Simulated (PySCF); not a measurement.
## [C5H3NO]-: g tensor and hyperfine couplings

C5H3NO (charge -1 and doublet state).
Geometry (GFN2-xTB, Å), atoms numbered from 1 in this order:
```xyz
10
C5H3NO angstrom
C      2.7585    0.2838   -0.3170
C      1.5412    0.3238   -0.0620
C      0.2083    0.0382   -0.0527
C     -0.5743   -0.7894    0.7825
N     -1.8794   -0.6652    0.4785
C     -1.9366    0.2034   -0.4980
O     -0.7102    0.7060   -0.9054
H      3.6474    0.7958   -0.0090
H     -0.2284   -1.4505    1.5569
H     -2.8178    0.5587   -0.9965
```

The hyperfine couplings belong to this conformer and change with its torsions.

Identity: `[H]/[C-]=[C]/c1cnco1` [radical] (charge -1).

Computed with UKS B3LYP, pcH-1 on C H N O, non-relativistic, mean-field spin-orbit, GIAO in PySCF 2.14.0. Whether the extra electron is bound in the gas phase wasn't checked; a finite basis holds it in any case. A GFN2-xTB geometry isn't a minimum of the functional, and hyperfine couplings can be far from their values at a DFT geometry, by a factor of two or more for some ions and for spin on atoms past the first row. The frame is twisted about the C2–C3 bond at this geometry (dihedral C1–C2–C3–C4 = 92°); couplings at other torsion angles weren't computed. No stability test was run, so a lower SCF solution isn't excluded.

| Item | Value |
| --- | --- |
| g1, g2, g3 | 2.00212, 2.00267, 2.00349 |
| g_iso | 2.00276 |
| Form of g | rhombic: the two nearest values differ by 40 % of g3 − g1 |
| ⟨S²⟩ | 0.7639 (exact 0.7500) |
| α and β electrons | 25, 24 |
| HOMO–LUMO gap, α and β orbitals | 3.30, 4.58 eV |
| Total energy | -322.22358 Eh |

Hyperfine couplings atom by atom, in mT; T1 to T3 are the principal values of the dipolar part; ρ(0) is the spin density at the nucleus (MHz turned into mT with g_iso):

```json
{"atom": "C1", "isotope": "13C", "a_iso": "3.98", "T1": "-0.93", "T2": "-0.77", "T3": "1.71", "Mulliken spin population": "0.33", "ρ(0) (bohr⁻³)": "0.0993"}
{"atom": "C2", "isotope": "13C", "a_iso": "-0.34", "T1": "-0.57", "T2": "-0.29", "T3": "0.86", "Mulliken spin population": "0.08", "ρ(0) (bohr⁻³)": "-0.0085"}
{"atom": "C3", "isotope": "13C", "a_iso": "0.08", "T1": "-0.40", "T2": "-0.35", "T3": "0.75", "Mulliken spin population": "0.10", "ρ(0) (bohr⁻³)": "0.0019"}
{"atom": "C4", "isotope": "13C", "a_iso": "0.64", "T1": "-0.68", "T2": "-0.64", "T3": "1.32", "Mulliken spin population": "0.21", "ρ(0) (bohr⁻³)": "0.0159"}
{"atom": "N5", "isotope": "14N", "a_iso": "-0.20", "T1": "-0.24", "T2": "0.11", "T3": "0.12", "Mulliken spin population": "-0.09", "ρ(0) (bohr⁻³)": "-0.0174"}
{"atom": "C6", "isotope": "13C", "a_iso": "1.02", "T1": "-0.94", "T2": "-0.86", "T3": "1.80", "Mulliken spin population": "0.29", "ρ(0) (bohr⁻³)": "0.0254"}
{"atom": "O7", "isotope": "17O", "a_iso": "-0.64", "T1": "-1.78", "T2": "0.87", "T3": "0.91", "Mulliken spin population": "0.10", "ρ(0) (bohr⁻³)": "0.0294"}
{"atom": "H8", "isotope": "1H", "a_iso": "2.47", "T1": "-0.39", "T2": "-0.04", "T3": "0.44", "Mulliken spin population": "0.03", "ρ(0) (bohr⁻³)": "0.0155"}
{"atom": "H9", "isotope": "1H", "a_iso": "-0.61", "T1": "-0.32", "T2": "-0.02", "T3": "0.34", "Mulliken spin population": "-0.01", "ρ(0) (bohr⁻³)": "-0.0038"}
{"atom": "H10", "isotope": "1H", "a_iso": "-0.87", "T1": "-0.47", "T2": "0.01", "T3": "0.46", "Mulliken spin population": "-0.02", "ρ(0) (bohr⁻³)": "-0.0054"}
```

The Mulliken spin populations are largest on C1 (+0.33), C6 (+0.29), C4 (+0.21) and O7 (+0.10). Three atoms exceed +0.15.

The SMILES `[H]/[C-]=[C]/c1cnco1` draws the unpaired electron on C2, whose computed spin population is only +0.08.

Axes: g2 points within 13° of the C1–C2 bond and g3 points within 5° of the N5–C6 bond.

Under fast tumbling the dipolar parts average out, and these isotropic splittings remain: 1 × 1H (H8, I = 1/2, 2 lines) with 2.47 mT, 1 × 1H (H10, I = 1/2, 2 lines) with 0.87 mT, 1 × 1H (H9, I = 1/2, 2 lines) with 0.61 mT and 1 × 14N (N5, I = 1, 3 lines) with 0.20 mT.

The 13C coupling of C1 (111.7 MHz) shows only in satellite lines or after enrichment, since that isotope makes up about 1.07 % of natural carbon.

The 17O coupling of O7 (-17.8 MHz) shows only in satellite lines or after enrichment, since that isotope makes up about 0.038 % of natural oxygen.

Examples of negative spin density at the nucleus (bohr⁻³): N5 (-0.0174), C2 (-0.0085) and H10 (-0.0054).

Hardware: one thread, Arm Neoverse N1, on a shared host. Cost: 47 s.
